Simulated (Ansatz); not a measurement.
`[CH3][Ge]([OH])([OH])[OH]` + `[F][Al]([F])[SH]` → `C[S][Al]([F])[F]` + `[OH][GeH]([OH])[OH]`  (substitution at a C–Ge bond)

Isolated molecules relaxed with PBE0-D4/def2-TZVP in Ansatz; ΔE leaves out vibrations. CCSD(T)/CBS adds triple-zeta CCSD(T) − MP2 to the extrapolated MP2 energy (def2 sets, frozen cores). Functionals use def2-TZVPP. For Ge outer-core shells are correlated without core-valence functions, which leaves a few kJ/mol of doubt a bond. Scalar relativity is left out up to krypton. Each species was taken in one conformer, which may not be the lowest.

```csv
level,ΔE (kJ/mol)
r2SCANh,67.1
CCSD/def2-SVP,66.3
CCSD(T)/def2-TZVPP,72.0
HF/def2-QZVPP,63.3
```

Task: What does CCSD(T)/CBS give? (An estimate is asked.)

Result: The calculation gave: +69.9 kJ/mol. The listed levels differ from it by -2.8, -3.6, 2.1, -6.6 kJ/mol.

Largest T1 diagnostic among the species: 0.012.

In def2-TZVPP, CCSD(T) changes the Hartree–Fock value by +7.8 kJ/mol (the triples alone add −0.5 kJ/mol) and MP2 by +8.7 kJ/mol. Leaving LDA and LC-ωPBE aside and taking each functional with its dispersion term where it has one, the values, not all of them listed here, spread over 7.5 kJ/mol, from revPBE-D4 to PBE-QIDH.
